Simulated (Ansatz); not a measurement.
Basis-set extrapolation for C5H9B (`CBC#CCC`) (PBE0-D4/def2-TZVP geometry, frozen core, Ansatz). Multiplicity 1, RHF reference.

```tsv
	def2-TZVPP	def2-QZVPP
HF	-219.304202	-219.314024
MP2 correlation	-0.919489	-0.977394
CCSD(T) correlation	-1.014493	not run
```

Energies in hartree. Use E(X) = E(∞) + A·exp(−7.88·√X) for Hartree–Fock and E(X) = E(∞) + B·X^(−2.97) for correlation, with X = 3 and 4, and add CCSD(T) minus MP2 of the smaller set to the MP2 limit.

Q: What is the CCSD(T) energy at the basis-set limit?

A: HF limit: -219.314024 + (-0.009822) × 0.13774 = -219.31538. MP2 limit: -0.977394 + (-0.057905) × 0.74074 = -1.02029. Higher-order term: -1.014493 − (-0.919489) = -0.09500. Total: -220.43067 hartree, 294.0 kJ/mol below CCSD(T)/def2-TZVPP.
